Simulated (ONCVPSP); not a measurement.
**Plane-wave convergence, ONCV potential for Fe**

```json
{
 "Element": "iron",
 "Generator": "ONCVPSP 4.0.1",
 "Type": "optimised norm-conserving Vanderbilt (ONCV)",
 "Functional": "LDA (Perdew-Wang 92)",
 "Relativity": "scalar-relativistic",
 "Frozen core": "[Ne]",
 "Valence charge": "16",
 "Reference configuration": "3s2 3p6 3d6 4s1.5 (charge +0.5)",
 "Partial waves": "3s+4s: rc 1.40 bohr, ncon 5, nbas 8, qcut 10.9 1/bohr, 2 projectors; 3p: rc 0.80 bohr, ncon 5, nbas 10, qcut 8.6 1/bohr, 2 projectors, debl 2.6 Ha; 3d: rc 1.45 bohr, ncon 4, nbas 9, qcut 12.9 1/bohr, 1 projector",
 "Local potential": "polynomial inside 0.50 bohr (lpopt 5, dvloc0 0 Ha)",
 "Core correction": "Teter function, fcfact 4.5, rcfact 1.3"
}
```

Task: For each optimised wave give the share of its norm inside rc, the residual kinetic energy above qcut (Ha) and the cutoffs (Ha) for errors of 10, 1, 0.1 and 0.01 mHa per electron.

Result:

| wave | norm inside rc | residual KE | 10 mHa | 1 mHa | 0.1 mHa | 0.01 mHa |
| --- | --- | --- | --- | --- | --- | --- |
| 3s | 0.955 | 4.5e-07 | 29.9 | 39.4 | 46.7 | 52.4 |
| 4s | 0.053 | 2.1e-07 | 19.2 | 33.0 | 42.4 | 50.0 |
| 3p | 0.482 | 3.7e-03 | 24.8 | 138.3 | 475.2 | 543.1 |
| p projector 2 | 0.050 | 5.7e-04 | 19.9 | 28.5 | 282.7 | 636.3 |
| 3d | 0.763 | 2.4e-08 | 45.4 | 55.2 | 63.1 | 69.3 |

The occupied waves need 138 Ha and 475 Ha for 1 and 0.1 mHa.
